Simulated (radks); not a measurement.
The numbers below are computed, except where a source is named.
Valence configurations of Dy IV (all share [Xe]). Level of theory: scalar-relativistic Kohn-Sham, PBEsol, spin-polarised, spherical densities, point nucleus; open shells are filled with parallel spins first (spin-orbit coupling, left out, can overturn this in heavy ions) (a radial shooting solver on a logarithmic mesh with Libxc functionals). Energies are relative to 4f9; eigenvalues in eV for spin up.

valence              E (eV)  moment (Bohr magnetons)    e(4f)    e(5d)    e(6p)    e(6s)
4f9                   0.000                        5  -36.333        -        -        -
4f8.5 5d0.5           4.151                        6  -40.078  -26.293        -        -
4f8 5d1               9.339                        7  -44.005  -27.422        -        -
4f8 6s1              12.581                        7  -47.256        -        -  -26.169
4f7 5d2              23.176                        9  -52.350  -29.593        -        -
4f7.5 6s1 6p0.5      24.755                        8  -53.713        -  -21.443  -27.824
4f7 6s2              34.011                        7  -59.340        -        -  -28.043
4f6.5 5d1 6s1 6p0.5  46.458                        9  -62.370  -34.486  -22.031  -28.748
4f6 5d1.5 6s1 6p0.5  61.251                        9  -66.753  -35.566  -22.294  -29.156
4f5.5 5d2 6s1 6p0.5  77.726                        9  -71.238  -36.631  -22.543  -29.539

NIST lists [Xe] 4f9 as the ground configuration; this level of theory agrees among the configurations tried. The energies are those of spherical high-spin densities, not of single terms.
